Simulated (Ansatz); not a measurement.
A nudged elastic band was laid between two geometries of GeH$_{4}$O$_{2}$Se (8 atoms, charge 0, multiplicity 1).

Computed with RKS B3LYP/def2-SVP (Ansatz).

```
movable images  : 5
climbing image  : yes
spring          : 5.0 eV/Å²
optimiser       : quadratic models (default)
start path      : through a guess of the saddle point
force threshold : 0.05 eV/Å
iteration limit : 60
end points      : relaxed
```

First end point:

```xyz
8
Properties=species:S:1:pos:R:3
O -0.735 1.246 -0.760
Ge 0.229 0.139 0.252
O 1.703 -0.371 -0.613
Se -0.822 -1.941 0.635
H -1.106 0.805 -1.537
H 0.520 0.978 1.508
H 2.219 0.382 -0.932
H -1.916 -1.295 1.390
```

Last end point:

```xyz
8
Properties=species:S:1:pos:R:3
O -0.787 1.070 -0.856
Ge 0.310 0.043 1.037
O 1.476 -0.261 -0.376
Se -0.803 -2.085 0.759
H -0.634 2.027 -0.885
H -0.025 0.679 -1.332
H 2.281 0.268 -0.279
H -1.725 -1.798 1.877
```

Task: Which bonds break or form, and what moves?

Result: Bonds broken: O1–Ge2, Ge2–H6. Bonds formed: O1–H6. GeH4O2Se becomes GeH2OSe + H2O.

Task: What energy profile does the band end with?

Result: It converged. The highest image is number 3 of 0 to 6, 2.31 eV above the first end and 1.99 eV above the last; the last end lies 0.32 eV above the first. The profile has 2 maxima (images 3, 5) with wells between them (image 4): this band takes more than one step, which may be the mechanism or a detour left from its start path. Neighbouring images differ by up to 2.0 eV, so the band resolves the path poorly. A vibrational analysis at the climbing image gives one clearly imaginary mode, 1361i cm⁻¹: a first-order saddle point. The orbitals stay closed-shell, which can raise the energy where a bond breaks towards radicals; this wasn't checked here.

| image | path coordinate (Å) | energy (eV) | O1–Ge2 (Å) | Ge2–H6 (Å) | O1–H6 (Å) |
| --- | --- | --- | --- | --- | --- |
| 0 | 0.00 | 0.00 | 1.78 | 1.54 | 2.61 |
| 1 | 0.88 | 0.04 | 1.79 | 1.54 | 2.73 |
| 2 | 1.76 | 0.34 | 1.79 | 1.53 | 2.41 |
| 3 | 2.63 | 2.31 | 2.01 | 1.63 | 1.46 |
| 4 | 4.76 | 0.40 | 2.76 | 3.28 | 0.97 |
| 5 | 6.88 | 0.42 | 2.47 | 3.03 | 0.97 |
| 6 | 9.01 | 0.32 | 2.42 | 2.48 | 0.98 |

Task: What is the geometry of the highest image?

Result: 
```xyz
8
Properties=species:S:1:pos:R:3:forces:R:3
O -0.376 1.301 -0.855 -0.02 -0.02 0.03
Ge 0.398 -0.033 0.437 0.00 0.02 0.00
O 1.847 -0.611 -0.431 0.00 0.00 0.00
Se -0.908 -2.024 0.489 0.00 0.00 -0.01
H -1.320 1.154 -1.048 0.00 0.01 -0.01
H -0.150 1.496 0.575 0.01 0.00 -0.01
H 2.383 0.124 -0.763 0.00 0.00 0.00
H -1.781 -1.464 1.540 0.00 0.00 0.00
```

Time of the run: 12 min on 2 threads of Arm Neoverse V1 (shared host), peak memory 0.31 GiB.
